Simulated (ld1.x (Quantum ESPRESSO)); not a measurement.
**carbon (C): excitation energies, all-electron against TM semilocal**

* Element: carbon
* Generator: ld1.x (Quantum ESPRESSO) 7.5
* Type: norm-conserving Troullier–Martins (semilocal form)
* Functional: PBEsol
* Relativity: scalar-relativistic
* Frozen core: [He]
* Valence charge: 4
* Reference configuration: 2s2 2p2
* Partial waves: 2p (bound): rc 1.80 bohr; 2s (bound): rc 0.80 bohr
* Local potential: the s channel
* Core correction: none

Energies are relative to the spin-unpolarised reference configuration 2s2 2p2; without spin polarisation the order of configurations can differ from experiment.

```
valence configuration  charge  ΔE all-electron (eV)  error AE − PS (meV)
              2s2 2p1      +1                10.789                  +16
              2s1 2p0      +3                82.771                 +448
            2s2 2p1.5    +0.5                 3.933                 +1.5
              2s1 2p3       0                 8.427                  +12
              2s0 2p4       0                16.873                  +51
```

(1) What are ΔE and the potential's error for 2s2 2p2.3?

(2) What are ΔE and the potential's error for 2s2 2p0?

## Answers

(1) ΔE = -1.144 eV all-electron; the error (AE − PS) is 0.0 meV.

(2) ΔE = 34.807 eV all-electron; the error (AE − PS) is +200 meV.
